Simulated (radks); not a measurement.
Spherical quantum dot in the effective-mass picture: electrons in a parabolic well V = omega^2 r^2 / 2 with omega = 0.0589, all in effective atomic units (hartree* = m*/eps^2 hartree, bohr* = eps/m* bohr), one dielectric constant everywhere. Calculated with a radial shooting solver with Libxc functionals: non-relativistic Kohn-Sham, LDA (Slater exchange, Perdew-Wang correlation), spin-polarised, spherical densities. Levels are named by radial order and angular momentum (1s, 1p, 1d, 2s, ...), and open shells are averaged over m.

N = 23, configuration 1s2 1p6 1d10 2s2 1f(up 3, down 0). This is the lowest configuration that the search found (a dilute case). Occupied and some empty levels:

level,occupation,eigenvalue (hartree*),<r> (bohr*)
1s up,1,1.7387,12.57
1s down,1,1.7415,12.18
1p up,3,1.7467,13.82
1p down,3,1.7501,13.66
1d up,5,1.7586,14.67
1d down,5,1.7622,14.61
2s up,1,1.7716,10.09
2s down,1,1.7728,10.30
1f up,3,1.7737,15.33
1f down,0,1.7776,15.33
1g up,0,1.7919,15.90
2p up,0,1.7925,11.79
2p down,0,1.7940,11.81
1g down,0,1.7957,15.92
2d up,0,1.8150,13.15
2d down,0,1.8168,13.12

Energy (hartree*): total 23.9503, kinetic 0.64925, external 8.2714, Hartree 17.113, exchange-correlation -2.0833.
